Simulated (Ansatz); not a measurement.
SnBrH3 (SnH3Br), relaxed as a singlet with RKS r2SCAN-D4/def2-TZVP in Ansatz, starting from the GFN2-xTB geometry. Force threshold 0.02 eV/Å.

In the def2 sets Sn takes a core potential; there is no spin–orbit coupling.

Start:

| atom | x (Å) | y (Å) | z (Å) |
| --- | --- | --- | --- |
| Sn1 | -0.183 | -0.039 | -0.073 |
| Br2 | 2.054 | 0.430 | 0.824 |
| H3 | -0.065 | 0.057 | -1.740 |
| H4 | -1.208 | 1.129 | 0.550 |
| H5 | -0.598 | -1.577 | 0.439 |

(1) Estimate the energy that the relaxation releases and the steps that it takes.

(2) Does the start keep its bonding and symmetry?

(3) Predict the relaxed structure.

## Answers

(1) 0.02 eV, in 4 steps; 24 s on 4 threads of Intel Xeon on a shared host. No frequencies were taken in this run, so the end may be a saddle point.

(2) By distances, no bond broke or formed. The bond that changes most is Sn1–Br2, from 2.46 to 2.49 Å (atoms count from 1). Point group C3v at the start, C3v at the end, both within 0.05 Å.

(3) 
Cartesian coordinates in Å:
```
Sn -0.1918 -0.0401 -0.0770
Br 2.0753 0.4340 0.8324
H -0.0594 0.0592 -1.7687
H -1.2227 1.1502 0.5632
H -0.6015 -1.6033 0.4501
```
Bond lengths: 1 × Br–Sn 2.49 Å; 3 × H–Sn 1.70 Å.
